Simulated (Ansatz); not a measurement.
Consider the stannylene formation by 1,1-elimination: `[F][Sn]([F])([SeH])[SeH]` → `[F][Sn][F]` + `[SeH][SeH]`.

Computed with Ansatz on PBE0-D4/def2-TZVP structures; ΔE is electronic, products minus reactants. CCSD(T)/CBS is the MP2 limit (def2-TZVPP, def2-QZVPP) plus CCSD(T) − MP2 in def2-TZVPP, frozen cores. Functionals use def2-TZVPP. B3LYP here is the variant with VWN-RPA as its local correlation; programs differ in this. HSE06 is defined as in plane-wave codes. def2 core potentials past Kr. For Se, Sn outer-core shells are correlated without core-valence functions, which leaves a few kJ/mol of doubt a bond. Scalar relativity is left out up to krypton. Each species was taken in one conformer, which may not be the lowest.

`[F][Sn]([F])([SeH])[SeH]`:

```xyz
7

F    -0.222   -2.352   -0.007
Sn   -0.028   -0.461    0.138
F     1.527   -0.306    1.233
Se   -2.106    0.285    1.289
Se    0.591    0.608   -2.029
H    -1.765    1.685    0.993
H     2.002    0.541   -1.617
```

`[F][Sn][F]`:

```xyz
3

F     1.030   -0.948    0.527
Sn   -0.235    0.506    0.660
F    -0.795    0.443   -1.188
```

`[SeH][SeH]`:

Cartesian coordinates in Å:
```
Se 0.364 -1.035 0.642
Se 0.589 0.719 -0.866
H -0.227 -0.241 1.733
H -0.726 0.557 -1.509
```

| level | ΔE (kcal/mol) | difference from CCSD(T)/CBS |
| --- | --- | --- |
| B3LYP-D4 | 19.4 | -7.8 |
| r2SCANh-D4 | 26.8 | -0.4 |
| HSE06-D4 | 25.4 | -1.8 |
| BHLYP-D4 | 25.2 | -2.0 |
| CAM-B3LYP-D4 | 21.6 | -5.6 |
| B2PLYP | 20.1 | -7.1 |
| HF/def2-TZVPP | 23.8 | -3.4 |
| HF/def2-QZVPP | 23.5 | -3.7 |
| SCS-MP2/def2-QZVPP | 24.4 | -2.8 |
| MP2/CBS(def2) | 28.0 | 0.8 |
| CCSD(T)/CBS | 27.2 | 0 |

Largest T1 diagnostic among the species: 0.017.

From r2SCAN to r2SCAN0 (25 % exact exchange), in def2-TZVPP and without D4, ΔE moves by +1.8 kcal/mol. Leaving LDA and LC-ωPBE aside and taking each functional with its dispersion term where it has one, the values, not all of them listed here, spread over 13.0 kcal/mol, from BLYP-D4 to PBE-QIDH. LDA lies +7.9 kcal/mol from PBE without D4.

CCSD(T)/CBS has its own doubt, a few kJ/mol and more with outer-core shells, so smaller differences from it don't rank the levels.
